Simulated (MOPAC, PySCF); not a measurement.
H$_{4}$InN, SMILES `[InH2][NH2]` (H–N–In–H torsion 0°), neutral singlet in the gas phase. 

Z-matrix (Å, degrees):
```
In
N 1 2.0066
H 2 1.0057 1 124.31
H 2 1.0057 3 111.35 1 -179.19
H 1 1.7074 2 115.21 3 -179.58
H 1 1.7074 5 129.60 2 179.92
```
Charge 0, multiplicity 1.

All levels are single points at this geometry (CAM-B3LYP-D3(BJ)/def2-TZVP); Pople sets use spherical d functions. Orbital energies aren't observables, and empty levels follow the basis.

```csv
level,HOMO (eV),LUMO (eV),gap (eV),dipole (D),"vertical IE, Delta-SCF (eV)"
CAM-B3LYP-D3(BJ)/def2-TZVP in PySCF,-8.36,-0.30,8.06,0.44,–
TPSSh-D3(BJ)/def2-TZVP in PySCF,-6.20,-1.33,4.87,0.58,–
B3LYP/6-31G* (LANL2DZ on In) in PySCF,-6.37,-1.06,5.30,0.73,9.07
M06-2X/6-31G* (LANL2DZ on In) in PySCF,-7.96,-0.36,7.59,0.55,–
AM1 in MOPAC,-9.88,-0.82,9.06,1.08,–
PM3 in MOPAC,-10.39,-2.37,8.02,3.00,–
```
